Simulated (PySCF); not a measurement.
These are PBE-D3(BJ)/def2-TZVP // PBE0-D3(BJ)/def2-TZVP run with PySCF values and carry that method's errors. Isolated molecules, 0 K electronic values unless said otherwise. 

Reference species (SMILES): `[C-]#[N+][C]N` (lower singlet) (neutral, multiplicity 1).

```json
{
  "dipole_moment": "4.98 D"
}
```

Changed species: `N[C][SiH3]` (lower singlet) (X = silyl, multiplicity 1; the reference has X = isocyano, multiplicity 1).

Problem. Predict the effect on the dipole moment.

Solution. the dipole moment decreases by 1.92 D, to 3.06 D.
